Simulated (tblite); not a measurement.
C₈H₁₇P.
Cartesian coordinates in Å at the GFN2-xTB level; atoms count from 1:
```
atom  x, y, z in Å
C1     3.012    1.169   -0.043
C2     2.192    0.173    0.754
P3     0.701   -0.369    0.102
C4     1.050   -1.326   -1.419
C5     0.023   -1.576    1.288
C6    -0.845    0.564   -0.489
C7    -2.174   -0.187   -0.696
C8    -2.786    0.591    0.477
C9    -1.490    1.402    0.625
H10    3.015    0.908   -1.100
H11    2.675    2.204    0.051
H12    4.042    1.129    0.314
H13    2.029    0.502    1.785
H14    1.493   -0.673   -2.169
H15    1.765   -2.108   -1.168
H16    0.135   -1.758   -1.822
H17   -0.463   -2.394    0.760
H18    0.862   -1.959    1.865
H19   -0.691   -1.101    1.956
H20   -0.521    1.150   -1.356
H21   -2.642    0.019   -1.658
H22   -2.131   -1.266   -0.558
H23   -3.026   -0.027    1.341
H24   -3.662    1.183    0.221
H25   -0.991    1.315    1.592
H26   -1.596    2.460    0.390
```

Method: GFN2-xTB as coded in tblite; computed harmonic values from a numerical Hessian at the method's own geometry, unscaled. This tight-binding method is rough: wavenumbers can miss measured ones by several per cent, in bad cases by 10 to 20. One conformer, not necessarily the lowest.

Harmonic wavenumbers (cm⁻¹): 34.2, 62.8, 85.2, 107.9, 122.5, 149.1, 171.9, 177.4, 218.5, 242.9, 257.3, 303.4, 331.5, 374.2, 538.1, 684.0, 699.3, 748.0, 758.5, 797.1, 804.7, 811.5, 822.6, 830.6, 872.3, 914.7, 992.1, 1003.9, 1011.4, 1016.0, 1041.3, 1043.6, 1065.7, 1091.0, 1109.8, 1174.3, 1184.6, 1213.7, 1218.0, 1241.5, 1258.7, 1261.7, 1284.5, 1301.9, 1303.8, 1407.4, 1419.9, 1427.0, 1430.8, 1441.1, 1472.2, 1478.0, 1495.8, 1498.9, 1516.8, 2898.3, 2906.3, 2936.5, 2951.2, 2987.3, 2995.7, 2996.2, 2999.8, 3002.5, 3006.9, 3007.5, 3010.4, 3011.3, 3013.7, 3014.3, 3016.8, 3018.7.

A = 2116, B = 905.8, C = 832.5 MHz; mass 144.107 u (most abundant isotopes); point group C1, symmetry number 1.

Task: What is the zero-point energy?

Result: Half the sum of the wavenumbers: 49550 cm⁻¹ = 141.67 kcal/mol.

Task: What is S at 350 K and 1 bar for an ideal gas of classical rigid rotors and harmonic oscillators?

Result: Translation 41.63, rotation 30.17, vibration 47.78: S = 119.6 cal/(mol K).

Task: And Cp and H(350 K) − H(0)?

Result: Cp = 54.76 cal/(mol K), of which vibrations give 46.81 (their classical limit is 72 R = 143.1); H(350 K) − H(0) = 11.25 kcal/mol without the zero-point energy, 8.47 from vibrations.

Task: Blend soft modes into free rotors: weight 1/[1 + (100 cm⁻¹/ν̃)⁴] for the oscillator and the rest for a rotor with moment μB/(μ + B), μ = h/(8π²ν), B = 10⁻⁴⁴ kg m². What vibrational entropy results?

Result: 43.80 cal/(mol K) in place of 47.78, which changes −T·S at 350 K by +1.39 kcal/mol.

Task: What must be added to the electronic energy to get the Gibbs energy at 350 K and 1 bar?

Result: ZPE + [H(350 K) − H(0)] − T·S = 141.67 + 11.25 − 41.85 = 111.07 kcal/mol.

Hindered rotation and anharmonicity are outside this model. Other conformers, if any are populated, would add a mixing term that is left out. The structure is chiral; the term R ln 2 for an equal mix with its mirror image is left out.
